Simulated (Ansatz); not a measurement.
The cluster Be3S3: single points at one geometry.

```yaml
crystal:
  periodic: [false, false, false]
  atoms:
    - {symbol: Be, position_ang: [1.415369, 0.015797, -0.107934]}
    - {symbol: Be, position_ang: [-0.692633, -1.237113, 0.071338]}
    - {symbol: Be, position_ang: [-0.722753, 1.221304, 0.036582]}
    - {symbol: S, position_ang: [1.109814, -1.875341, -0.056405]}
    - {symbol: S, position_ang: [1.063605, 1.899623, -0.109425]}
    - {symbol: S, position_ang: [-2.173392, -0.024269, 0.165845]}
basis:
  gaussian: {orbitals: def2-TZVPD, initial_orbitals: start.molden}
hamiltonian: {xc: pbe0, dispersion: d4}
scf: {omitted_lower_state_checks: [starts]}
output: {orbitals: {seedname: orbitals}}
```

The file start.molden holds the orbitals of an earlier run on this structure, at another level or in another basis.

```sh
$ ansatz run in.yaml --threads 2 --pin off --events-out ev --progress --plain --max-ram 4352MiB
```

It prints (some lines left out):

```
Functional definition: PBE0
1416 factors; their error is unknown
mean field evaluation 1: about -33704.8661 eV, gradient 6.0e0 eV
mean field evaluation 2: about -33704.9298 eV, gradient 8.2e-2 eV
mean field evaluation 4: about -33705.0013 eV, gradient 1.1e-4 eV
mean field -33705.00128964 eV, -1238.6359513237 hartree, gradient 8.2e-6 eV, S^2 0.000000; 0 other end points of the search recorded, 0 dependent functions left out
reference -33705.00133989 eV, -1238.6359531705 hartree; 30, 30 occupied and 174, 174 virtual orbitals, 1416 factors
Total energy: -33705.21464296 eV, -1238.6437919139 hartree
Checks for a lower state left out: starts
```

It took 4 s on 2 threads of Arm Neoverse V2 on a shared host, peak host memory 0.57 GiB.

As the first input, with `gaussian: {orbitals: def2-TZVPP, initial_orbitals: start.molden}`, `correlation: {method: ccsd_t}` and without the key `hamiltonian` (abridged; 50 s):

```
Functional definition: HF
mean field -33655.69760204 eV, -1236.8240742237 hartree, gradient 5.6e-6 eV, S^2 0.000000
15 core orbitals not correlated: weight in the atoms' cores, before any rotation towards them, 1.000 or more for the frozen orbitals, at most 0.000 for the correlated occupied ones
second order -19.02329478 eV of doubles, -0.00000000 eV of singles
cycle   1  -19.92727299 eV  change   -9.0e-1 eV  update   9.4e-2
cycle   2  -20.35288122 eV  change   -4.3e-1 eV  update   2.7e-2
cycle   3  -20.43794699 eV  change   -8.5e-2 eV  update   1.4e-2
cycle   4  -20.42462654 eV  change    1.3e-2 eV  update   3.6e-3
cycle   5  -20.42375130 eV  change    8.8e-4 eV  update   1.3e-3
cycle   6  -20.42372174 eV  change    3.0e-5 eV  update   3.2e-4
cycle   7  -20.42362969 eV  change    9.2e-5 eV  update   1.1e-4
cycle   8  -20.42362093 eV  change    8.8e-6 eV  update   3.4e-5
perturbative correction -0.98656606 eV, -0.0362556339 hartree
Total energy: -33677.10778903 eV, -1237.6108840832 hartree
Checks for a lower state left out: starts
```

First input, but with `gaussian: {orbitals: def2-TZVP, initial_orbitals: start.molden}`, `hamiltonian: {xc: {name: B97M-V}}` (abridged; 8.5 s):

```
Functional definition: B97M-V
mean field -33712.00343408 eV, -1238.8932753858 hartree, gradient 2.5e-5 eV, S^2 0.000000
Total energy: -33712.00350191 eV, -1238.8932778786 hartree
Checks for a lower state left out: starts
```

The first input with `gaussian: {orbitals: def2-TZVP, initial_orbitals: start.molden}`, `hamiltonian: {xc: pbe}`, `correlation: {method: rpa}` and without the key `output` (abridged; 3.9 s):

```
Functional definition: PBE
mean field -33701.78852586 eV, -1238.5178844327 hartree, gradient 1.9e-6 eV, S^2 0.000000
15 core orbitals not correlated: weight in the atoms' cores, before any rotation towards them, 1.000 or more for the frozen orbitals, at most 0.000 for the correlated occupied ones
Total energy: -33686.49462561 eV, -1237.9558439650 hartree
Checks for a lower state left out: starts
```

As the first input, with `gaussian: {orbitals: def2-TZVP, initial_orbitals: start.molden}`, `hamiltonian: {xc: r2scan, dispersion: d4}`, `output: {forces: true, orbitals: {seedname: orbitals}}` (abridged; 5 s):

```
Functional definition: r2SCAN
mean field -33715.50183271 eV, -1239.0218391641 hartree, gradient 1.7e-5 eV, S^2 0.000000
Total energy: -33715.55855309 eV, -1239.0239235995 hartree
Atom 0 force    -0.154792    -0.001672     0.011722 eV/Å
Atom 1 force     0.075828     0.135470    -0.007906 eV/Å
Atom 2 force     0.079235    -0.133892    -0.003769 eV/Å
Atom 3 force    -0.119442     0.201577     0.006196 eV/Å
Atom 4 force    -0.114473    -0.204141     0.011675 eV/Å
Atom 5 force     0.233644     0.002657    -0.017918 eV/Å
Dipole moment:    -0.000013    -0.000030    -0.000009 e Å
Checks for a lower state left out: starts
```

The first input with `gaussian: {orbitals: def2-TZVP, initial_orbitals: start.molden}`, `hamiltonian: {xc: {text: "exchange = 0.65*pbe_x + 0.35*exact_x\ncorrelation = pbe_c"}}` (abridged; 2.7 s):

```
Functional definition: unnamed
mean field -33706.25230898 eV, -1238.6819254367 hartree, gradient 3.9e-5 eV, S^2 0.000000
Total energy: -33706.25233830 eV, -1238.6819265142 hartree
Checks for a lower state left out: starts
```

First input, but with `gaussian: {orbitals: def2-TZVP, initial_orbitals: start.molden}`, `hamiltonian: {xc: {name: revPBE}, dispersion: d4}` (abridged; 2 s):

```
Functional definition: revPBE
mean field -33711.98034625 eV, -1238.8924269235 hartree, gradient 1.7e-5 eV, S^2 0.000000
Total energy: -33712.57342435 eV, -1238.9142221418 hartree
Checks for a lower state left out: starts
```

Geometry: r2SCAN-D4/def2-SVP.

Correlated methods freeze 15 core orbitals. The structure comes from a short search, and lower isomers may exist.
